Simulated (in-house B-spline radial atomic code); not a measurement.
The zirconium ion Zr³⁺ is squeezed into an impenetrable sphere of radius R (the orbitals vanish at R). Method: Dirac-Hartree-Fock, average of configuration, Fermi nucleus of rms radius 4.2694 fm. Calculated with a B-spline radial code for spherical atoms.

Energies in eV above the free ion in [Kr] 4d1:

| R (bohr) | highest level (eV) | [Kr] 4d1 | [Ar] 3d10 4s2 4p5 4d2 | [Ar] 3d10 4s2 4p5 4d1 4f1 |
| --- | --- | --- | --- | --- |
| 9.46 | -33.6 | 0 | 32.02 | 51.89 |
| 6.07 | -33.6 | 0.00736 | 32.04 | 53.16 |
| 5.09 | -33.6 | 0.06674 | 32.13 | 54.96 |
| 4.21 | -33.2 | 0.4614 | 32.76 | 58.67 |
| 3.72 | -32.5 | 1.411 | 34.16 | 62.82 |
| 2.81 | -26.3 | 13.96 | 49.64 | 86.24 |
| 2.48 | -19.1 | 34.38 | 72.63 | 113.1 |
| 2.29 | -12.1 | 58.49 | 98.91 | 141.8 |
| 1.86 | 20 | 201.5 | 249.5 | 296.5 |
| 1.27 | 183 | 1286 | 1347 | 1371 |

(1) Does [Ar] 3d10 4s2 4p5 4d2 fall below [Kr] 4d1 under compression?

(2) Does [Ar] 3d10 4s2 4p5 4d1 4f1 fall below [Kr] 4d1 under compression?

The highest level is first positive in the row R = 1.86 bohr, pushed up by confinement above the zero of the free ion's potential. Each configuration is held fixed and needn't be the lowest in the sphere.

Results:

(1) No, it stays above over the whole range.

(2) No, it stays above over the whole range.
